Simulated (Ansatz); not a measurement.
Gas-phase reaction in SMILES: CC[Si](F)(F)F [ethyl(trifluoro)silane] + 5 [H][H] (H2) -> 2 C (CH4) + 3 F (HF) + [SiH4] (SiH4)
Each molecule is optimised on its own at B3LYP-D3(BJ)/def2-TZVP (Ansatz, a first-principles code), one conformer each, not searched for the lowest.

Quantity: energy of full hydrogenation (electronic energy difference), in kJ/mol. Correlated levels leave the core frozen unless marked. Spin-orbit coupling is left out. No relativistic terms. CBS marks a two-point X^-3 extrapolation of the correlation energy; Hartree-Fock from the larger set.

```tsv
level	program	energy of full hydrogenation (kJ/mol)
BLYP/def2-TZVPD	Ansatz	(withheld)
B3LYP/def2-TZVPD	Ansatz	265.2
HSE06-D4/def2-TZVPD	Ansatz + dftd4	263.5
B2GP-PLYP-D4/def2-TZVPD	Ansatz + dftd4	(withheld)
PBE-QIDH/def2-TZVPD	Ansatz	(withheld)
SCS-MP2/STO-3G	Ansatz	167.4
CCSD(T)/CBS(cc-pV(T+d)Z,cc-pV(Q+d)Z)	Ansatz	298.8
```

Question: Complete the blanks.

Answer: 
- BLYP/def2-TZVPD, energy of full hydrogenation (kJ/mol): 261.6
- B2GP-PLYP-D4/def2-TZVPD, energy of full hydrogenation (kJ/mol): 298.4
- PBE-QIDH/def2-TZVPD, energy of full hydrogenation (kJ/mol): 282.5
